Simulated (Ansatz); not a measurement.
The same molecule with X = F, Cl, Br, I. Ansatz, PBE0-D4/def2-TZVP geometries, multiplicity 1.

Elements past krypton have def2 core potentials. Scalar relativity is left out up to krypton.

```
 X         molecule  mean X–C bond length / Å  HOMO energy (B3LYP/def2-TZVPP) / eV  HOMO energy (ωB97M-V/def2-TZVPP) / eV  LUMO energy (PBE0/def2-TZVPP) / eV
Cl  `[SiH3]/C=C/Cl`                     1.723                                -7.44                                  -9.83                               -0.77
Br  `[SiH3]/C=C/Br`                     1.886                                -7.31                                  -9.68                               -0.84
 I   `[SiH3]/C=C/I`                     2.085                                -6.96                                  -9.27                               -0.92
```

(1) Give the row for X = F, `F/C=C/[SiH3]`. (An estimate is asked.)

Results:

(1) Computed: 
```json
{"X": "F", "molecule": "`F/C=C/[SiH3]`", "mean X–C bond length / Å": "1.336", "HOMO energy (B3LYP/def2-TZVPP) / eV": "-7.64", "HOMO energy (ωB97M-V/def2-TZVPP) / eV": "-10.09", "LUMO energy (PBE0/def2-TZVPP) / eV": "-0.30"}
```

From F to I the mean X–C bond length rises at each step, by 0.749 Å in all; the HOMO energy (B3LYP/def2-TZVPP) rises at each step, by 0.68 eV in all; the HOMO energy (ωB97M-V/def2-TZVPP) rises at each step, by 0.82 eV in all; the LUMO energy (PBE0/def2-TZVPP) falls at each step, by 0.62 eV in all. Bonds lengthen as the atom grows down the group.

B3LYP here is the variant with VWN-RPA as its local correlation; programs differ in this.

Spin–orbit coupling is left out; it splits and shifts lone-pair levels of the heavy atoms by tenths of an eV.
